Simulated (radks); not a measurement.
Trend from B3+ to Ne3+: ionisation energy by Delta-SCF between NIST ground configurations, and size. All-electron calculation, Dirac Kohn-Sham, BLYP, spin-unpolarised, spherical densities, finite nucleus; open shells fill j = l - 1/2 first; Fermi nuclear charge, rms radius of each element as measured or else 0.836 A^(1/3) + 0.57 fm. Program: a radial shooting solver on a logarithmic mesh with Libxc functionals.

| species | configuration | IE (eV) | NIST (eV) | kind | outermost | <r> outermost (bohr) | r at 0.001 e/bohr^3 (bohr) |
|---|---|---|---|---|---|---|---|
| B3+ | [He] | 266.08 | 259.37 | theory | 1s1/2 | 0.326 | 1.23 |
| C3+ | [He] 2s1 | 64.136 | 64.494 | exp. | 2s1/2 | 1.28 | 2.47 |
| N3+ | [He] 2s2 | 77.807 | 77.474 | exp. | 2s1/2 | 1.11 | 2.42 |
| O3+ | [He] 2s2 2p1 | 77.074 | 77.414 | exp. | 2s1/2 | 0.978 | 2.34 |
| F3+ | [He] 2s2 2p2 | 85.972 | 87.18 | semi-emp. | 2s1/2 | 0.877 | 2.26 |
| Ne3+ | [He] 2s2 2p3 | 94.643 | 97.190 | semi-emp. | 2s1/2 | 0.796 | 2.18 |

Reference values: NIST Atomic Spectra Database (exp. = measured, semi-emp. = semi-empirical, theory = theoretical value adopted there). Spin polarisation and multiplet splitting are left out, so open shells lie too high by an amount that depends on their filling.

Beside tabulated values, note that spin-unpolarised runs miss the spin-polarisation part of the exchange energy of open shells.
